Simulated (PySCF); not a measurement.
ZnC⁺ at ROHF

Level: ROHF. basis Zn 6-31G(d,p), C 6-31G(d,p); no relativity; PySCF 2.14.

* state: ²Π (doublet), unpaired electrons π ↑
* bond length: 2.119 Å
* harmonic wavenumber: 455 cm⁻¹
* force constant: 1.23 mdyn/Å
* rotational constant Be: 0.3717 cm⁻¹
* anharmonicity ωexe: 2.98 cm⁻¹
* vibration–rotation constant αe: 0.00362 cm⁻¹
* well depth De to Zn⁺ + C: -0.17 eV
* dissociation energy D0: -0.20 eV
* bond order (Mayer): 1.09
* dipole moment (positive dipole points towards C; it is taken about the centre of mass and depends on that origin): -2.38 D

For an ion De counts to the pair picked by the measured ionisation energies or electron affinities, which need not be the lowest pair at this level. UHF is strongly spin-contaminated for ZnC⁺, so the ROHF reference used there is far from stable. Hartree–Fock leaves out correlation, which carries a large part of most bond energies and some tenths to 1 eV of ionisation energies. A negative De means that the minimum lies above the separated atoms at that level. The state is the lowest determinant that a PBE0 search found; another state may lie lower at other levels.
